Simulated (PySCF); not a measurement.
Atoms are numbered as in `[NH2:1][Si@@H:2]([O:3][SiH3:4])[SiH2:5][OH:6]` (H(Xn): hydrogen on atom n). Ha(Si5) is pro-R; Hb(Si5) is pro-S.

- GFN2-xTB geometry
- shieldings: GIAO PBE0/pcSseg-1
- run in PySCF 2.14
- relativity neglected, one computed conformer, one averaged value for each set of equivalent atoms, no solvent model

Scale: TMS for ¹H, ²⁹Si; NH3 for ¹⁵N; H2O for ¹⁷O (reference shieldings calculated alike).

```json
{"atoms": "N1", "nucleus": "¹⁵N", "count": "1", "δ (ppm)": "23.0"}
{"atoms": "O6", "nucleus": "¹⁷O", "count": "1", "δ (ppm)": "?"}
{"atoms": "H(Si2)", "nucleus": "¹H", "count": "1", "δ (ppm)": "5.86"}
{"atoms": "Si5", "nucleus": "²⁹Si", "count": "1", "δ (ppm)": "-28.8"}
{"atoms": "Si4", "nucleus": "²⁹Si", "count": "1", "δ (ppm)": "-46.8"}
{"atoms": "H(N1)", "nucleus": "¹H", "count": "2", "δ (ppm)": "0.32"}
{"atoms": "Hb(Si5)", "nucleus": "¹H", "count": "1", "δ (ppm)": "?"}
{"atoms": "H(O6)", "nucleus": "¹H", "count": "1", "δ (ppm)": "-0.04"}
{"atoms": "H(Si4)", "nucleus": "¹H", "count": "3", "δ (ppm)": "5.14"}
{"atoms": "Si2", "nucleus": "²⁹Si", "count": "1", "δ (ppm)": "-18.4"}
{"atoms": "Ha(Si5)", "nucleus": "¹H", "count": "1", "δ (ppm)": "?"}
{"atoms": "O3", "nucleus": "¹⁷O", "count": "1", "δ (ppm)": "?"}
```

Task: Fill in the missing shifts.

Result: 
- Ha(Si5): 5.59 ppm, hydrogen on a silicon bonded to O, Si
- Hb(Si5): 5.17 ppm, hydrogen on a silicon bonded to O, Si
- O3: 24.6 ppm, oxygen bonded to 2 Si
- O6: -7.0 ppm, oxygen bonded to Si, H

OH and NH positions are those of a molecule without intermolecular hydrogen bonds; in solution they move with solvent, concentration and temperature, and exchange usually removes their couplings. Experimental scales use liquid or dissolved standards, which lie at an offset from isolated NH3 (liquid NH3: subtract about 20 ppm) and H2O (liquid H2O: subtract about 36 ppm).
